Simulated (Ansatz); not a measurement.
Mulliken charges of F2H2S2Ti, SMILES `[F][Ti]([F])([SH])[SH]` from PBE/def2-TZVPP in Ansatz (PBE0-D4/def2-TZVP geometry).

```json
{"atom": "F1", "x (Å)": "-0.370", "y (Å)": "-2.121", "z (Å)": "-0.184", "charge (e)": "-0.308"}
{"atom": "Ti2", "x (Å)": "0.234", "y (Å)": "-0.548", "z (Å)": "0.261", "charge (e)": "0.801"}
{"atom": "F3", "x (Å)": "1.483", "y (Å)": "-0.521", "z (Å)": "1.475", "charge (e)": "-0.308"}
{"atom": "S4", "x (Å)": "-1.415", "y (Å)": "0.763", "z (Å)": "1.121", "charge (e)": "-0.219"}
{"atom": "S5", "x (Å)": "0.957", "y (Å)": "0.353", "z (Å)": "-1.699", "charge (e)": "-0.219"}
{"atom": "H6", "x (Å)": "-2.196", "y (Å)": "0.534", "z (Å)": "0.045", "charge (e)": "0.126"}
{"atom": "H7", "x (Å)": "1.367", "y (Å)": "1.471", "z (Å)": "-1.066", "charge (e)": "0.126"}
```

Question: By hand: the dipole of these point charges (1 e Å = 4.8032 D).

Answer: Σ q r = (-0.160, 0.383, -0.191) e Å, of length 0.457 e Å = 2.20 D.

Question: How does the dipole of the full density compare? (An estimate is asked.)

Answer: Ansatz gave: (-0.075, 0.180, -0.090) e Å, 1.03 D; the point charges give 2.14 times that, at 0° from its direction.

Point charges leave out the atoms' own dipoles, such as those of lone pairs, and Mulliken's split depends on the basis, so the two needn't agree.
